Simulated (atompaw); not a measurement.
## u(r) = r·R(r): atom against pseudo-atom (Hg)

Columns: radius, all-electron u(r) and pseudo u(r) of the 6s shell (level -7.31 eV) of mercury in the configuration [Xe] 4f14 5d10 6s1.75 6p0.25; PBEsol, scalar-relativistic, PAW (atompaw) scheme, atompaw 4.2.0.5.

```csv
r (bohr),all-electron,pseudo
0.115,-0.1316,0.0435
0.231,0.0918,0.0875
0.346,0.1960,0.1317
0.462,-0.0144,0.1769
0.577,-0.2305,0.2224
0.692,-0.3251,0.2684
0.808,-0.2989,0.3154
0.923,-0.1940,0.3620
1.038,-0.0516,0.4082
1.154,0.1001,0.4538
1.269,0.2409,0.4974
1.385,0.3646,0.5390
1.500,0.4656,0.5769
1.615,0.5452,0.6107
1.731,0.6054,0.6399
1.846,0.6475,0.6633
1.962,0.6750,0.6805
2.077,0.6897,0.6909
2.192,0.6941,0.6942
2.308,0.6903,0.6903
2.423,0.6798,0.6798
2.538,0.6643,0.6643
2.654,0.6446,0.6446
2.769,0.6221,0.6221
2.885,0.5974,0.5974
3.000,0.5715,0.5715
```

How many radial nodes do the two functions have?

The all-electron 6s function has n − l − 1 = 5 (the table is too coarse to show those close to the nucleus); the pseudo-wave has 0, since the states of the same l below it are removed with the core.

At about which radius was the pseudo-wave matched?

2.25 bohr, where the columns begin to agree (steps of 0.12 bohr).

Where does each function peak?

Outermost all-electron maximum near 2.19 bohr, pseudo maximum near 2.19 bohr (to the table’s step).

Is the pseudo-wave norm-conserving?

No, it belongs to a PAW set: the norm inside the radius is not constrained, and the difference is carried by the augmentation charge.
